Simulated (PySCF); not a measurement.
**NiI₃⁺, quintet: molecular constants**

All numbers come from UPBE0/[Ni def2-SVP, I def2-SVP with ECP28], scalar-relativistic core potentials, density fitting, no spin–orbit coupling, PySCF.

The structure is a minimum.

```json
{
 "Point group": "D3h",
 "Bond lengths": "Ni–I 2.447 Å (×3)",
 "Bond angles": "I–Ni–I 120.0° (×3)",
 "Entropy at 298.15 K and 1 bar (electronic part: spin only)": "412.5 J/(mol K)",
 "Dipole moment about the centre of mass": "0.00 D",
 "Heat capacity Cp at 298.15 K": "80.7 J/(mol K)",
 "Enthalpy at 298.15 K above 0 K": "20.77 kJ/mol",
 "Spin squared ⟨S²⟩": "6.013",
 "Principal quadrupole moments (Buckingham, traceless) about the centre of mass": "-18.86, 9.43, 9.43 D Å",
 "Principal polarisabilities": "55.4, 212.1, 212.2 bohr³",
 "Highest occupied level (β)": "-12.42 eV",
 "Rotational constants": "0.01478, 0.01478, 0.007392 cm⁻¹",
 "Lowest empty level (β)": "-10.57 eV",
 "Rotational symmetry number": "6",
 "Zero-point energy": "4.8 kJ/mol"
}
```

Harmonic modes (masses in u: Ni 57.935, I 126.904):
```json
{"symmetry": "e'", "ω (cm⁻¹)": "32", "IR (km/mol, summed over degenerate members)": "0.0"}
{"symmetry": "a2''", "ω (cm⁻¹)": "73", "IR (km/mol, summed over degenerate members)": "1.6"}
{"symmetry": "a1'", "ω (cm⁻¹)": "145", "IR (km/mol, summed over degenerate members)": "0.0"}
{"symmetry": "e'", "ω (cm⁻¹)": "259", "IR (km/mol, summed over degenerate members)": "21.6"}
```

In D3h the vibrations span 2e' + a2'' + a1'. The a1' mode carries no infrared intensity, as symmetry demands.

Charges (e):
```json
{"atom": "Ni1", "Mulliken": "0.28", "Löwdin": "0.03", "polar tensor": "-0.23", "spin (Mulliken)": "1.60", "Mayer order to Ni1": "–"}
{"atom": "I2,3,4", "Mulliken": "0.24", "Löwdin": "0.32", "polar tensor": "0.41", "spin (Mulliken)": "0.80", "Mayer order to Ni1": "1.07"}
```

Mulliken populations on Ni1: s 6.58, p 12.81, d 8.33, f 0.00.

Outer orbital energies (eV). α occupied: -14.34, -14.34, -13.52, -13.33, -13.03, -13.03, -12.78, -12.78; empty: -4.81, -3.94, -2.90, -1.35. β occupied: -15.16, -14.63, -14.62, -13.08, -13.08, -13.02, -12.43, -12.42; empty: -10.57, -9.91, -9.90, -8.63.

Formally Ni is in oxidation state +4, d6, with 4 unpaired electrons (the high-spin count). The Mulliken spin on Ni is 1.60, so most of the spin sits on the ligands and the formal count fails. The polar-tensor charge on Ni, -0.23, is far below the formal one.

Other isomers or separated fragments may lie lower. Open d and f shells are described by one determinant, and the ground state may have another occupation or spin. Spin–orbit coupling, left out here, can matter for elements this heavy.

The final relaxation and frequency run took 2.5 min on 4 threads of a shared Arm Neoverse N1 host, with 109 basis functions and 8 gradients; the process peaked at 1.2 GiB. Launch command: `OMP_NUM_THREADS=4 python axn.py task.json out`.
